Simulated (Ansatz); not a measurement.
Total energies of `CC(C)[NH][Al]([F])[F]`.

| atom | x (Å) | y (Å) | z (Å) |
| --- | --- | --- | --- |
| C1 | 1.582 | 0.119 | 0.615 |
| C2 | 0.077 | 0.144 | 0.396 |
| C3 | -0.470 | 1.561 | 0.493 |
| N4 | -0.281 | -0.472 | -0.875 |
| Al5 | -1.258 | -1.894 | -1.147 |
| F6 | -1.901 | -2.711 | 0.124 |
| F7 | -1.554 | -2.442 | -2.665 |
| H8 | 2.090 | 0.698 | -0.163 |
| H9 | 1.849 | 0.554 | 1.582 |
| H10 | 1.964 | -0.903 | 0.577 |
| H11 | -0.391 | -0.456 | 1.185 |
| H12 | -0.229 | 2.013 | 1.458 |
| H13 | -1.555 | 1.568 | 0.368 |
| H14 | -0.036 | 2.192 | -0.289 |
| H15 | 0.114 | 0.028 | -1.660 |

Charge 0, multiplicity 1. Geometry: relaxed with PBE0-D4/def2-TZVP. It is one conformer, not always the lowest. Basis def2-TZVPP, Ansatz 0.2.0.

RPA on PBE orbitals: Hartree–Fock energy of these orbitals -613.80167 Eh, correlation -2.07525 Eh (frozen core).

| functional | energy without D4 (Eh) | D4 term (kJ/mol) |
| --- | --- | --- |
| LDA (SPW92) | -612.47675 | – |
| PBE | -615.80342 | -30.7 |
| revPBE | -616.18036 | -97.1 |
| BLYP | -616.27008 | -67.3 |
| r2SCAN | -616.15862 | -8.1 |
| B97M-V | -616.23387 | – |
| PBE0 | -615.85209 | -26.1 |
| B3LYP | -616.40101 | -48.9 |
| r2SCANh | -616.13915 | -8.5 |
| BHLYP | -616.19589 | -35.7 |
| CAM-B3LYP | -616.24409 | -26.3 |
| ωB97M-V | -616.22196 | – |
| B2PLYP | -615.99925 | – |
| PBE-QIDH | -615.72638 | – |

Q: Give the same for r2SCAN0, HSE06 (plane-wave form), LC-ωPBE, ωB97X-V. (Best estimate.)

A: Computed: 
```csv
functional,energy without D4 (Eh),D4 term (kJ/mol)
r2SCAN0,-616.11148,-9.3
HSE06 (plane-wave form),-615.82768,-24.2
LC-ωPBE,-616.07519,–
ωB97X-V,-616.21318,–
```

B3LYP takes the VWN-RPA correlation (the form of Gaussian; ORCA's B3LYP/G). HSE06 is the plane-wave form, built on full-range PBE exchange. The double hybrids freeze the cores in their second-order part.

LC-ωPBE has ω = 0.4 bohr⁻¹.
